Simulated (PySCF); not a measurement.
Work out the structure from these simulated measurements.

Formula: C5H6O2.

- XPS: C1s 291.2, C1s 291.3, C1s 291.4, C1s 293.0, C1s 294.4, O1s 537.3, O1s 539.2 eV [ΔSCF SCAN, pcX-2 on the ionised atom, pcseg-1 elsewhere, spin-free X2C]
- Couplings: largest of the computed one-bond spin–spin couplings (means over like bonds): 13C–1H +189.8, 13C–1H +181.2, 13C–1H +153.4, 13C–1H +136.2 (×3), 13C–13C +72.7, 13C–13C +68.9, 13C–13C +41.2, 13C–13C +37.6 Hz [B3LYP/pcJ-1, spin–dipole term left out]
- 1H NMR: chemical shifts (computed TMS as zero) by class: 7.40 (1 H), 6.08 (1 H), 4.80 (1 H), 1.34 (3 H) ppm [GIAO PBE0/pcSseg-1]
- 13C NMR: chemical shifts (computed TMS as zero) by class: 172.5 (1 C), 164.8 (1 C), 130.6 (1 C), 78.6 (1 C), 21.0 (1 C) ppm [GIAO PBE0/pcSseg-1]
- Rotational structure: rotational constants A, B, C: 5.780, 2.346, 1.821 GHz [PBE0-D3(BJ)/def2-SVP]
- UV, strongest line: among the 10 lowest singlet transitions: S2 at 6.19 eV (200 nm, f = 0.199) [TDDFT PBE0/def2-SVPD]
- Triplet: lowest triplet excitation (Tamm–Dancoff): 4.06 eV [TDA PBE0/def2-SVPD]

The electronic properties come from PySCF, for the isolated species, density fitting. Levels stand in brackets. Geometry: PBE0-D3(BJ)/def2-SVP; no solvent, vibrations or thermal averaging. NMR values are class means; diastereotopic atoms form classes of their own.

Question: Propose a structure and show how it fits.

Answer: Numbering: `[CH3:1][C@H:2]1[CH:3]=[CH:4][C:5](=[O:6])[O:7]1`. Its formula, C5H6O2, gives 3 degrees of unsaturation: 1 ring and 2 π bonds in the structure found. 5 carbons fall into 5 classes; from least to most shielded: ester carbonyl carbon [C5] (172.5 ppm), alkene CH carbon [C3] (164.8 ppm), alkene CH carbon [C4] (130.6 ppm), ring sp3 carbon bound to oxygen [C2] (78.6 ppm), methyl carbon [C1] (21.0 ppm). Hydrogen classes from least to most shielded: 1 H on an alkene CH carbon, C3 (7.40 ppm), 1 H on an alkene CH carbon, C4 (6.08 ppm), 1 H on an sp3 carbon bound to oxygen, C2 (4.80 ppm), 3 H on a methyl carbon, C1 (1.34 ppm, a mean of values up to 1.0 ppm apart in this geometry). The couplings run between: +189.8 Hz, alkene CH carbon [C4] and its hydrogen; +181.2 Hz, alkene CH carbon [C3] and its hydrogen; +153.4 Hz, sp3 carbon bound to oxygen [C2] and its hydrogen; +136.2 Hz, methyl carbon [C1] and its hydrogen (with 2 like pairs); +72.7 Hz, alkene CH carbon [C3] and alkene CH carbon [C4]; +68.9 Hz, alkene CH carbon [C4] and ester carbonyl carbon [C5]; +41.2 Hz, methyl carbon [C1] and sp3 carbon bound to oxygen [C2]; +37.6 Hz, sp3 carbon bound to oxygen [C2] and alkene CH carbon [C3]. The core levels belong to: C1s 291.2 eV, alkene CH carbon [C4]; C1s 291.3 eV, methyl carbon [C1]; C1s 291.4 eV, alkene CH carbon [C3]; C1s 293.0 eV, sp3 carbon bound to oxygen [C2]; C1s 294.4 eV, ester carbonyl carbon [C5]; O1s 537.3 eV, ester carbonyl oxygen [O6]; O1s 539.2 eV, ester single-bonded oxygen [O7]. The optimised geometry has point group C1 and is an asymmetric top. Structure: 2-penten-4-olide, `C[C@H]1C=CC(=O)O1`. Computed isomers that give other values at the same levels: `C=CC(=C)OC=O` (13C chemical shifts (computed TMS as zero) by class: 161.1 (1 C), 158.1 (1 C), 140.5 (1 C), 122.5 (1 C), 111.2 (1 C) ppm); `COc1ccco1` (rotational constant A: 7.578 GHz; this holds for the one conformer computed); `O=C1CCC(=O)C1` (smallest rotational constant: 1.611 GHz; this holds for the one conformer computed). The assignments are read from this structure; whether some other isomer fits the data as well wasn't checked. The mirror image fits equally.
